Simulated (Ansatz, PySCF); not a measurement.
Gas-phase reaction in SMILES: CC(F)F [1,1-difluoroethane] → C[C-](F)F + H+
Each molecule is optimised on its own at B3LYP-D3(BJ)/def2-TZVP (Ansatz, a program for electronic structure).
Geometry of the first species:
SMILES: CC(F)F
```xyz
8

C     -1.3731    -0.0681     0.0292
C      0.0961    -0.0798     0.3399
F      0.7432    -0.9902    -0.4560
F      0.6484     1.1468     0.0727
H     -1.8004    -1.0511     0.2265
H     -1.5204     0.1851    -1.0206
H     -1.8768     0.6705     0.6524
H      0.3352    -0.3259     1.3772
```

Wanted: gas-phase deprotonation energy (0 K, with B3LYP-D3(BJ) harmonic zero-point energies from PySCF), in eV. Valence correlation only, unless marked. No spin-orbit coupling. No relativistic terms. Anions need diffuse functions: aug- sets have them; def2-D sets add few; the other sets have none. Basis-set limits of correlation are two-point, X^-3; Hartree-Fock from the larger set.

| level | program | gas-phase deprotonation energy (eV) |
|---|---|---|
| PBE/def2-TZVPD | Ansatz | 16.94 |
| PBE-D4/def2-TZVPD | Ansatz + dftd4 | 16.93 |
| B97M-V/def2-TZVPD | Ansatz | ___ |
| B3LYP-D3(BJ)/def2-TZVPD | Ansatz + dftd3 | ___ |
| PBE0-D3(BJ)/def2-TZVP | Ansatz + dftd3 | 17.45 |
| PBE0/def2-TZVP | Ansatz | 17.44 |
| r2SCANh-D4/def2-TZVPD | Ansatz + dftd4 | 17.24 |
| HSE06-D3(BJ)/def2-TZVPD | Ansatz + dftd3 | 17.27 |
| CAM-B3LYP-D3(BJ)/def2-TZVPD | Ansatz + dftd3 | 17.11 |
| CAM-B3LYP-D4/def2-TZVPD | Ansatz + dftd4 | 17.09 |
| LC-wPBE-D3(BJ)/def2-TZVPD | Ansatz + dftd3 | ___ |
| SCS-MP2/6-31G | Ansatz | 17.55 |
| CCSD(T)/CBS(aug-cc-pVTZ,aug-cc-pVQZ) | Ansatz | 17.19 |

Problem. What belongs in the gaps?

Solution. 
- B97M-V/def2-TZVPD, gas-phase deprotonation energy (eV): 17.10
- B3LYP-D3(BJ)/def2-TZVPD, gas-phase deprotonation energy (eV): 17.12
- LC-wPBE-D3(BJ)/def2-TZVPD, gas-phase deprotonation energy (eV): 17.35
